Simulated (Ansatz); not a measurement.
Input:

```yaml
crystal:
  periodic: [false, false, false]
  atoms:
    - { symbol: Si, position_ang: [0.1535, -0.830012, 0.244859] }
    - { symbol: As, position_ang: [-0.111937, 1.429585, -0.77033] }
    - { symbol: H, position_ang: [1.215448, -1.336224, -0.701794] }
    - { symbol: H, position_ang: [-1.051168, -1.74602, -0.036441] }
    - { symbol: H, position_ang: [0.72476, 0.558411, 0.808995] }
    - { symbol: H, position_ang: [-0.930603, 1.92426, 0.454719] }
total_charge: -1
basis:
  gaussian: { orbitals: def2-TZVP }
hamiltonian:
  xc: blyp
  dispersion: d4
phonons: {}
```

Run as:

```bash
$ ansatz run input.yaml --threads 2 --pin off --max-ram 3072MiB --backend cpu --events-out ev --progress --plain --runs-dir out
```

Hardware: 2 threads of Intel(R) Xeon(R) 6975P-C (Granite Rapids), on a shared host.

Q: Roughly how long does this run take, and how much memory?

A: 18 s, with a peak of 0.14 GiB, for 0 ionic steps.
